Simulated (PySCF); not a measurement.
Two species compared at the same levels of theory.

First species: C6H9N3.
Geometry (GFN2-xTB, Å), atoms numbered from 1 in this order:
```
atom  x, y, z in Å
C1     3.175    0.307    1.131
C2     2.208   -0.180    0.364
C3     0.826    0.223    0.484
N4     0.383    1.109    1.411
N5    -0.874    1.273    1.281
N6    -1.309    0.514    0.275
C7    -2.688    0.490   -0.104
C8    -0.275   -0.176   -0.269
C9    -0.440   -1.106   -1.409
H10    2.954    1.042    1.885
H11    4.199   -0.009    1.025
H12    2.415   -0.919   -0.400
H13   -3.214    1.202    0.530
H14   -3.110   -0.506    0.041
H15   -2.804    0.777   -1.151
H16    0.517   -1.544   -1.676
H17   -0.839   -0.581   -2.277
H18   -1.133   -1.909   -1.152
```

Second species: C₉H₇NS.
SMILES: `C1=CC(C2=CSC=C2)=CC=N1`

Levels: PBE0/pcSseg-1 for dipole moment, HOMO energy, LUMO energy and HOMO–LUMO gap; GFN2-xTB for rotational constant A and rotational constant C. Geometries: GFN2-xTB. Each species is one conformer at its optimised geometry, gas phase, non-relativistic unless stated. Electronic properties by PySCF.

Dipoles, sizes and rotational constants follow the conformer. The torsions of the flexible species, by atom-mapped SMILES:
- `[CH2:1]=[CH:2][c:3]1[n:4][n:5][n:6]([CH3:7])[c:8]1[CH3:9]`: C1–C2–C3–N4 -2°
- `[cH:1]1[cH:2][c:3](-[c:4]2[cH:5][cH:6][s:7][cH:8]2)[cH:9][cH:10][n:11]1`: C2–C3–C4–C5 149°

Values for the first species:

* Dipole moment: 5.06 D
* HOMO energy: -6.40 eV
* LUMO energy: -0.33 eV
* HOMO–LUMO gap: 6.07 eV
* Rotational constant A: 3.387 GHz
* Rotational constant C: 0.939 GHz

(1) Estimate the same properties for the second species, and the change in each.

Results:

(1) 
```csv
property,first,second,second less first
dipole moment,5.06 D,2.43 D,-2.63 D
HOMO energy,-6.40 eV,-6.96 eV,-0.56 eV
LUMO energy,-0.33 eV,-1.35 eV,-1.02 eV
HOMO–LUMO gap,6.07 eV,5.61 eV,-0.46 eV
rotational constant A,3.387 GHz,3.304 GHz,-0.083 GHz
rotational constant C,0.939 GHz,0.463 GHz,-0.476 GHz
```

On the first: The dipole matches unit charges of opposite sign 1.05 Å apart (1 e·Å = 4.8032 D).

On the second: The dipole equals about 8.1 × 10⁻³⁰ C·m (1 D = 3.33564 × 10⁻³⁰ C·m). A dipole of 2.43 D is allowed in C1, and pure rotational transitions are dipole-allowed.
